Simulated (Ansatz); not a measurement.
Conformers of C8H16, SMILES `CC(C)/C=C/C(C)C`, each relaxed with PBE0-D4/def2-TZVP in Ansatz. CBS adds the triple-zeta coupled-cluster correction to the MP2 limit.

Not all of them had a frequency check.

Conformer A:

Cartesian coordinates in Å:
```
C 1.227 2.722 0.080
C 1.355 1.287 0.582
C 1.764 1.266 2.052
C 0.076 0.539 0.379
C -0.075 -0.540 -0.377
C -1.355 -1.288 -0.582
C -1.764 -1.264 -2.052
C -1.228 -2.723 -0.081
H 0.441 3.254 0.625
H 2.161 3.272 0.222
H 0.972 2.748 -0.982
H 2.136 0.785 -0.001
H 0.998 1.740 2.674
H 1.898 0.242 2.410
H 2.701 1.809 2.206
H -0.793 0.936 0.908
H 0.794 -0.937 -0.906
H -2.135 -0.785 0.002
H -0.999 -1.739 -2.674
H -2.701 -1.806 -2.207
H -1.896 -0.241 -2.409
H -2.162 -3.273 -0.225
H -0.441 -3.255 -0.626
H -0.974 -2.750 0.981
```

Conformer B:

Cartesian coordinates in Å:
```
C -2.209 -1.232 0.552
C -1.197 -1.618 -0.513
C -0.610 -3.000 -0.233
C -0.092 -0.621 -0.693
C 0.096 0.501 -0.010
C 1.230 1.455 -0.219
C 0.710 2.828 -0.634
C 2.084 1.560 1.042
H -2.672 -0.266 0.338
H -3.004 -1.979 0.612
H -1.737 -1.170 1.537
H -1.728 -1.682 -1.474
H -1.396 -3.759 -0.192
H 0.103 -3.294 -1.008
H -0.082 -3.005 0.725
H 0.632 -0.877 -1.468
H -0.609 0.781 0.772
H 1.857 1.062 -1.029
H 0.064 3.247 0.143
H 0.129 2.768 -1.556
H 1.535 3.528 -0.792
H 1.488 1.928 1.882
H 2.916 2.255 0.895
H 2.494 0.588 1.323
```

(1) Which is lowest in electronic energy at CCSD(T)/CBS (frozen core, def2 sets), and by how much? (An estimate is asked.)

(2) Give the energies relative to A (kJ/mol) with B3LYP-D4/def2-TZVPP, ωB97M-V/def2-TZVPP, PBE/def2-TZVPP, PBE0/def2-TZVPP, MP2/def2-TZVPP, CCSD/def2-TZVPP, CCSD/CBS(def2). (An estimate is asked.)

## Answers

(1) Computed: A; B lies 1.3 kJ/mol higher. Gaps under about 2 kJ/mol don't settle the order.

(2) The calculation gave: 
```
              level    B
B3LYP-D4/def2-TZVPP  2.0
 ωB97M-V/def2-TZVPP  1.1
     PBE/def2-TZVPP  2.4
    PBE0/def2-TZVPP  2.0
     MP2/def2-TZVPP  1.5
    CCSD/def2-TZVPP  1.9
     CCSD/CBS(def2)  1.7
```

B3LYP here is the variant with VWN-RPA as its local correlation; programs differ in this.
